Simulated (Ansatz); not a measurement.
Consider the isomerisation: `C[C]1(F)[CH2][GeH2]1` → `[F][GeH]1[CH2]C[CH2]1`.

Gas-phase electronic energies from Ansatz, PBE0-D4/def2-TZVP geometries. CCSD(T)/CBS adds triple-zeta CCSD(T) − MP2 to the extrapolated MP2 energy (def2 sets, frozen cores). DFT in def2-TZVPP. B3LYP here is the variant with VWN-RPA as its local correlation; programs differ in this. For Ge outer-core shells are correlated without core-valence functions, which leaves a few kJ/mol of doubt a bond. Scalar relativity is left out up to krypton.

**Question.** Is it downhill or uphill in electronic energy at CCSD(T)/CBS, and by how much? (Best estimate.)

**Answer.** Computed: Downhill: ΔE = -48.7 kcal/mol.

**Question.** What do these levels give: PBE-D4, B3LYP-D4, PBE0, MP2/def2-TZVPP, MP2/def2-QZVPP, MP2/CBS(def2)? (An estimate is asked.)

**Answer.** The calculation gave: PBE-D4 -44.9, B3LYP-D4 -47.1, PBE0 -47.3, MP2/def2-TZVPP -51.5, MP2/def2-QZVPP -51.1, MP2/CBS(def2) -50.7 kcal/mol.

Largest T1 diagnostic among the species: 0.011.

In def2-TZVPP, CCSD(T) changes the Hartree–Fock value by +3.6 kcal/mol (the triples alone add +0.9 kcal/mol) and MP2 by +1.6 kcal/mol. From PBE to PBE0 (25 % exact exchange), in def2-TZVPP and without D4, ΔE moves by −2.5 kcal/mol.
